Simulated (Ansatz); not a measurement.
A CCSD(T) single point on H₄N₂OSW, SMILES `[NH2][W]([NH2])(=[O])=[S]`.

```yaml
crystal:
  periodic: [false, false, false]
  atoms:
    - {symbol: N, position_ang: [-1.215076, 1.116278, -0.263464]}
    - {symbol: W, position_ang: [0.266914, -0.099667, -0.547849]}
    - {symbol: N, position_ang: [0.728933, -1.048585, 1.077506]}
    - {symbol: O, position_ang: [-0.253505, -1.264055, -1.672834]}
    - {symbol: S, position_ang: [1.970775, 1.039065, -1.179899]}
    - {symbol: H, position_ang: [-2.174711, 0.873803, -0.456546]}
    - {symbol: H, position_ang: [-1.116071, 2.085195, -0.003476]}
    - {symbol: H, position_ang: [0.375797, -1.966137, 1.301937]}
    - {symbol: H, position_ang: [1.416945, -0.735896, 1.744634]}
basis:
  gaussian: {orbitals: def2-SVP}
correlation: {method: ccsd_t}
```

```sh
$ ansatz run in.yaml --threads 4 --pin off --events-out ev --progress --plain --max-ram 10444MiB
```

Output of Ansatz, abridged:

```
Functional definition: HF
1095 factors; integrals over basis functions are off by at most 1.2e-3 eV
mean field evaluation 1: about -17673.8359 eV, gradient 6.6e1 eV
mean field evaluation 2: about -17674.0084 eV, gradient 6.6e1 eV
mean field evaluation 4: about -17682.7682 eV, gradient 1.0e1 eV
mean field evaluation 8: about -17683.0293 eV, gradient 1.0e0 eV
mean field evaluation 16: about -17683.0327 eV, gradient 2.2e-6 eV
mean field -17683.03270144 eV, -649.8394657877 hartree, gradient 2.2e-6 eV, S^2 0.000000; 0 other end points of the search recorded, 0 dependent functions left out
8 core orbitals not correlated: weight in the atoms' cores, before any rotation towards them, 1.000 or more for the frozen orbitals, at most 0.000 for the correlated occupied ones
reference -17683.03270144 eV, -649.8394657877 hartree; 20, 20 occupied and 84, 84 virtual orbitals, 1095 factors
second order -28.79618177 eV of doubles, -0.00000000 eV of singles
cycle   1  -26.07235763 eV  change     2.7e0 eV  update   2.8e-1
cycle   2  -27.54133351 eV  change    -1.5e0 eV  update   1.8e-1
cycle   3  -27.85732223 eV  change   -3.2e-1 eV  update   3.9e-2
cycle   4  -27.87855465 eV  change   -2.1e-2 eV  update   1.7e-2
cycle   5  -27.86047487 eV  change    1.8e-2 eV  update   5.1e-3
cycle   6  -27.86198327 eV  change   -1.5e-3 eV  update   2.4e-3
cycle   7  -27.86225001 eV  change   -2.7e-4 eV  update   9.3e-4
cycle   8  -27.86124321 eV  change    1.0e-3 eV  update   4.6e-4
cycle   9  -27.86145144 eV  change   -2.1e-4 eV  update   1.9e-4
cycle  10  -27.86165687 eV  change   -2.1e-4 eV  update   7.3e-5
cycle  11  -27.86157355 eV  change    8.3e-5 eV  update   4.1e-5
cycle  12  -27.86150923 eV  change    6.4e-5 eV  update   2.1e-5
cycle  13  -27.86156092 eV  change   -5.2e-5 eV  update   8.1e-6
cycle  14  -27.86154520 eV  change    1.6e-5 eV  update   4.0e-6
perturbative correction -1.41472789 eV, -0.0519902911 hartree
Total energy: -17712.30897453 eV, -650.9153489798 hartree
```

Hardware: 4 threads of an Arm Neoverse V2 on a shared host. Wall time 13 s, peak host memory 0.66 GiB.

The correlation energy is -29.276 eV, 4.8 % of it from (T); the T1 diagnostic reads 0.0221.
